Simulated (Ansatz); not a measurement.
Task: Name a neutral molecule of O, S, Zr and H with size of the dipole moment (ωB97M-V/def2-TZVPP) between 3.25 and 3.55 D and HOMO–LUMO gap (PBE/def2-TZVPP) between 3.80 and 4.10 eV (Ansatz, PBE0-D4/def2-TZVP geometry).

Result: `[OH][Zr]([OH])([SH])[SH]` (3.28 D, 3.92 eV). Other molecules can fit too; these were computed, each in one conformer that needn't be the lowest.
